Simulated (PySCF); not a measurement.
Species: C₅H₁₁NO.
Numbering: `[CH3:1][CH:2]([CH3:3])[N:4]([CH3:5])[CH:6]=[O:7]` (hydrogens: H8, H9, H10 on C1; H11 on C2; H12, H13, H14 on C3; H15, H16, H17 on C5; H18 on C6)

A PySCF run (density fitting, gas phase, GFN2-xTB geometry) gave HOMO -7.11 eV, LUMO 0.48 eV, dipole 4.06 D and E = -326.542 Eh.

**Question.** Which of these levels was it?
A. PBE0/IGLO-II
B. PBE0/def2-SVPD
C. PBE0/pcSseg-1
D. OPBE/def2-SVPD

**Answer.** B. It is PBE0/def2-SVPD. All candidates on this geometry:

| level and settings | kind | basis functions | SCF cycles | E (Eh) | HOMO (eV) | LUMO (eV) | dipole (D) |
| --- | --- | --- | --- | --- | --- | --- | --- |
| OPBE/def2-SVPD, fitting basis def2-qzvpp-jkfit, energy threshold 1e-07 Eh | GGA | 231 | 10 | -326.7877 | -5.70 | -0.25 | 3.94 |
| PBE0/def2-SVPD | global hybrid | 231 | 14 | -326.5422 | -7.11 | 0.48 | 4.06 |
| PBE0/IGLO-II, energy threshold 1e-06 Eh, fitting basis def2-universal-jkfit | global hybrid | 220 | 8 | -326.8398 | -6.98 | 0.90 | 3.94 |
| PBE0/pcSseg-1 | global hybrid | 174 | 14 | -326.7208 | -7.00 | 0.97 | 4.01 |

The nearest other candidate, by the summed differences of HOMO and LUMO, is PBE0/IGLO-II: its HOMO differs by +0.13 eV and its LUMO by +0.42 eV. Cycle counts include a coarse-grid stage where the run had one.

The values belong to the conformer `[CH3:1][CH:2]([CH3:3])[N:4]([CH3:5])[CH:6]=[O:7]`: C1–C2–N4–C5 58°, C2–N4–C6–O7 0°.
